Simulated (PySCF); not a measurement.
Compound: C6H8NO (doublet state).
Geometry (GFN2-xTB, Å), atoms numbered from 1 in this order:
```xyz
16
C6H8NO angstrom
C      3.2526   -0.8806    0.6256
C      1.8943   -0.4682    0.3716
C      0.7523   -0.1111    0.1569
C     -0.5399    0.2941   -0.0821
C     -0.9100    1.7312   -0.1612
N     -1.4999   -0.6881   -0.2469
C     -2.8300   -0.5371   -0.4907
O     -3.4341    0.5051   -0.6133
H      3.7893   -1.0308   -0.3136
H      3.7722   -0.1173    1.2054
H      3.2624   -1.8165    1.1858
H     -1.3525    1.9602   -1.1314
H     -1.6616    1.9747    0.5908
H     -0.0299    2.3508   -0.0082
H     -1.1480   -1.6339   -0.1731
H     -3.3249   -1.5235   -0.5680
```

The hyperfine couplings belong to this conformer and change with its torsions.

Identity: `CC#C[C](C)NC=O` [radical].

Computed, not measured: UKS B3LYP, pcH-1 on C H N O, non-relativistic, mean-field spin-orbit, GIAO in PySCF 2.14.0. The structure is a single GFN2-xTB conformer in the gas phase; no vibrational or solvent corrections. Couplings are sensitive to structure, and on GFN2-xTB geometries they can be far from those on DFT ones. The SCF solution wasn't tested for stability.

The largest Mulliken spin populations are on C4 (+0.63), C2 (+0.42), C3 (-0.21) and O8 (+0.10). The positive populations add up to 1.30 and the negative ones to -0.30, together 2S = 1. The angles at C4 add up to 360.0°, so it is planar.

Question: List the C–H protons on four-coordinate carbons next to a three-coordinate spin centre, with their couplings and θ (C–H bond against the normal to the plane of the centre's neighbours, projected along the bond that joins the two).

Answer: 
| β H | on | centre | θ (°) | cos²θ | a (G) |
| --- | --- | --- | --- | --- | --- |
| H12 | C5 | C4 | 31 | 0.73 | +26.56 |
| H13 | C5 | C4 | 31 | 0.74 | +26.67 |
| H14 | C5 | C4 | 90 | 0.00 | +0.48 |

Fitting the Heller–McConnell form a = ρ(B0 + B2 cos²θ), with Mulliken ρ = 0.63, gives B0 = 0.8 G and B2 = 56.4 G; with only two distinct angles the two parameters are fixed exactly. By this fit the coupling would be 36.1 G at θ = 0° and 0.5 G at 90°.

Question: What would the freely rotating methyl group on C5 show?

Answer: Three equal couplings, a 1:3:3:1 quartet. The mean of the three values of this geometry estimates the splitting: 17.9 G, or 50.2 MHz (three bonds 120° apart have a mean cos²θ of 1/2 at any torsion).

Couplings in gauss use g_iso = 2.0030.
